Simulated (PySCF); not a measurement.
# BeN⁺: one state, many levels of theory

State: ³Σ⁻ (triplet), unpaired electrons π ↑↑. Set-up: Be def2-SVPD, N def2-SVPD; no relativity (PySCF 2.14). De refers to Be⁺ + N in their high-spin ground configurations, without counterpoise correction. The functionals are run spin-unrestricted. A positive dipole points towards N; it is taken about the centre of mass and depends on that origin. Levels whose curve was spin-contaminated or gave no clean fit are not listed.

```json
{"Level": "UHF-CCSD", "Re (Å)": "1.652", "ωe (cm⁻¹)": "768", "De (eV)": "1.37", "μ (D)": "n/a"}
{"Level": "LDA", "Re (Å)": "1.615", "ωe (cm⁻¹)": "898", "De (eV)": "2.63", "μ (D)": "-6.83"}
{"Level": "PBE", "Re (Å)": "1.627", "ωe (cm⁻¹)": "881", "De (eV)": "2.38", "μ (D)": "-6.83"}
{"Level": "r²SCAN", "Re (Å)": "1.621", "ωe (cm⁻¹)": "841", "De (eV)": "1.92", "μ (D)": "-7.31"}
{"Level": "PBE0", "Re (Å)": "1.607", "ωe (cm⁻¹)": "921", "De (eV)": "2.01", "μ (D)": "-7.32"}
{"Level": "r²SCAN0", "Re (Å)": "1.604", "ωe (cm⁻¹)": "899", "De (eV)": "1.72", "μ (D)": "-7.61"}
{"Level": "HSE06", "Re (Å)": "1.607", "ωe (cm⁻¹)": "918", "De (eV)": "2.02", "μ (D)": "-7.31"}
{"Level": "B2PLYP", "Re (Å)": "1.616", "ωe (cm⁻¹)": "920", "De (eV)": "1.89", "μ (D)": "-7.64"}
```

The bond length runs from 1.604 Å (r²SCAN0) to 1.652 Å (UHF-CCSD). De spans 1.37 eV (UHF-CCSD, coupled cluster) to 2.63 eV (LDA, local density).

Correlated steps freeze 1 core orbital. Correlated levels converge slowly with the basis: in double zeta they bind strong bonds too weakly, by up to about 1 eV, and carry superposition errors of some tenths. For an ion De counts to the pair picked by the measured ionisation energies or electron affinities, which need not be the lowest pair at this level. B2PLYP dipoles, levels and charges come from its SCF part alone. The state was picked by a PBE0 search and need not be the measured ground state.
